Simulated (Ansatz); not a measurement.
Single points on HfAl6.

```yaml
crystal:
  periodic: [false, false, false]
  atoms:
    - {symbol: Hf, position_ang: [0.097498, -1.687618, 0.881074]}
    - {symbol: Al, position_ang: [-0.789160, 1.967853, -0.702700]}
    - {symbol: Al, position_ang: [0.208562, -0.239037, -1.583902]}
    - {symbol: Al, position_ang: [-1.104263, 0.659202, 1.691715]}
    - {symbol: Al, position_ang: [-2.041820, -0.451155, -0.347323]}
    - {symbol: Al, position_ang: [2.429421, -1.172941, -0.497452]}
    - {symbol: Al, position_ang: [1.199772, 0.923696, 0.558588]}
basis:
  gaussian: {orbitals: def2-TZVP, initial_orbitals: start.molden}
hamiltonian: {xc: {name: BHLYP}, dispersion: d4}
scf: {omitted_lower_state_checks: [starts]}
output: {orbitals: {seedname: orbitals}}
```

The file start.molden holds the orbitals of an earlier run on this structure, at another level or in another basis.

```sh
$ ansatz run in.yaml --threads 4 --pin off --events-out ev --progress --plain --max-ram 8704MiB
```

Shortened log:

```
Functional definition: BHLYP
2205 factors; their error is unknown
mean field evaluation 1: about -40882.7339 eV, gradient 1.2e1 eV
mean field evaluation 2: about -40882.8230 eV, gradient 2.2e-1 eV
mean field evaluation 4: about -40883.0069 eV, gradient 6.9e-3 eV
mean field -40883.00692572 eV, -1502.4227930226 hartree, gradient 2.1e-5 eV, S^2 0.000000; 0 other end points of the search recorded, 0 dependent functions left out
reference -40883.00708404 eV, -1502.4227988408 hartree; 45, 45 occupied and 217, 217 virtual orbitals, 2205 factors
Total energy: -40883.80319889 eV, -1502.4520555219 hartree
Checks for a lower state left out: starts
```

It took 15 s on 4 threads of Arm Neoverse V1 on a shared host, peak host memory 1.3 GiB.

First input, but with `gaussian: {orbitals: def2-TZVPD, initial_orbitals: start.molden}`, `hamiltonian: {xc: pbe, dispersion: d4}` (abridged; 10 s):

```
Functional definition: PBE
mean field -40867.72041435 eV, -1501.8610240916 hartree, gradient 2.7e-5 eV, S^2 0.000000
Total energy: -40868.10501518 eV, -1501.8751579112 hartree
Checks for a lower state left out: starts
```

The first input with `hamiltonian: {xc: pbe0, dispersion: d4}` (abridged; 14 s):

```
Functional definition: PBE0
mean field -40869.47003081 eV, -1501.9253213105 hartree, gradient 1.7e-5 eV, S^2 0.000000
Total energy: -40869.80211522 eV, -1501.9375251873 hartree
Checks for a lower state left out: starts
```

First input, but with `correlation: {method: ccsd_t}` and without the key `hamiltonian` (abridged; 3.3 min):

```
Functional definition: HF
mean field evaluation 16: about -40779.9030 eV, gradient 1.6e1 eV
mean field evaluation 32: about -40783.0937 eV, gradient 4.4e0 eV
mean field evaluation 64: about -40782.3494 eV, gradient 5.0e-1 eV
mean field -40785.45241425 eV, -1498.8377308512 hartree, gradient 5.2e-6 eV, S^2 0.000000; 1 other end points of the search recorded, 0 dependent functions left out; unrestricted orbitals would lower it
mean field evaluation 96: about -40786.0962 eV, gradient 2.9e-1 eV
determinant -40785.45241425 eV, -1498.8377308512 hartree, with singles and doubles -40807.38171509 eV, -1499.6436177926 hartree
determinant -40783.09720165 eV, -1498.7511783844 hartree, with singles and doubles -40805.03898081 eV, -1499.5575238958 hartree
30 core orbitals not correlated: weight in the atoms' cores, before any rotation towards them, 1.000 or more for the frozen orbitals, at most 0.000 for the correlated occupied ones
second order -24.19322705 eV of doubles, -0.00000000 eV of singles
cycle   1  -21.64553440 eV  change   -4.3e-1 eV  update   3.6e-2
cycle   2  -21.73450093 eV  change   -8.9e-2 eV  update   1.4e-2
cycle   3  -21.71358687 eV  change    2.1e-2 eV  update   9.3e-3
cycle   4  -21.72007984 eV  change   -6.5e-3 eV  update   6.1e-3
cycle   5  -21.72123063 eV  change   -1.2e-3 eV  update   4.8e-3
cycle   6  -21.72478517 eV  change   -3.6e-3 eV  update   2.3e-3
cycle   7  -21.72165066 eV  change    3.1e-3 eV  update   1.5e-3
cycle   8  -21.72390842 eV  change   -2.3e-3 eV  update   9.0e-4
cycle   9  -21.72302850 eV  change    8.8e-4 eV  update   5.2e-4
cycle  10  -21.72312247 eV  change   -9.4e-5 eV  update   2.7e-4
cycle  11  -21.72301166 eV  change    1.1e-4 eV  update   1.4e-4
cycle  12  -21.72310834 eV  change   -9.7e-5 eV  update   9.2e-5
cycle  13  -21.72300113 eV  change    1.1e-4 eV  update   5.6e-5
cycle  14  -21.72308305 eV  change   -8.2e-5 eV  update   3.6e-5
cycle  15  -21.72306788 eV  change    1.5e-5 eV  update   2.1e-5
perturbative correction -2.65664957 eV, -0.0976300709 hartree
Total energy: -40809.83213170 eV, -1499.7336689424 hartree
Checks for a lower state left out: starts
```

As the first input, with `hamiltonian: {xc: hse06, dispersion: d4}` (abridged; 10 s):

```
Functional definition: HSE06
mean field -40868.56469294 eV, -1501.8920507574 hartree, gradient 4.7e-5 eV, S^2 0.000000
Total energy: -40868.89181883 eV, -1501.9040724121 hartree
Checks for a lower state left out: starts
```

As the first input, with `hamiltonian: {xc: pbe}`, `correlation: {method: rpa}` and without the key `output` (abridged; 14 s):

```
Functional definition: PBE
mean field -40867.69663343 eV, -1501.8601501588 hartree, gradient 2.8e-6 eV, S^2 0.000000
30 core orbitals not correlated: weight in the atoms' cores, before any rotation towards them, 1.000 or more for the frozen orbitals, at most 0.000 for the correlated occupied ones
Total energy: -40817.72644778 eV, -1500.0237797074 hartree
Checks for a lower state left out: starts
```

First input, but with `gaussian: {orbitals: def2-SVP, initial_orbitals: start.molden}`, `hamiltonian: {xc: pbe0, dispersion: d4}` (abridged; 5.5 s):

```
Functional definition: PBE0
mean field -40855.21691741 eV, -1501.4015290542 hartree, gradient 4.8e-5 eV, S^2 0.000000
Total energy: -40855.54900230 eV, -1501.4137329488 hartree
Checks for a lower state left out: starts
```

Geometry: r2SCAN-D4/def2-SVP.

In the def2 sets Hf takes a core potential; there is no spin–orbit coupling. HSE06 is defined as in plane-wave codes, on full-range PBE exchange. Correlated methods freeze 30 core orbitals; core or outer-core shells of Hf are correlated, in sets that lack core-valence functions. At CCSD(T)/def2-TZVP the restricted singlet (for correlated methods, its reference) is unstable: a solution with broken spin symmetry lies lower. The structure comes from a short search, and lower isomers may exist.
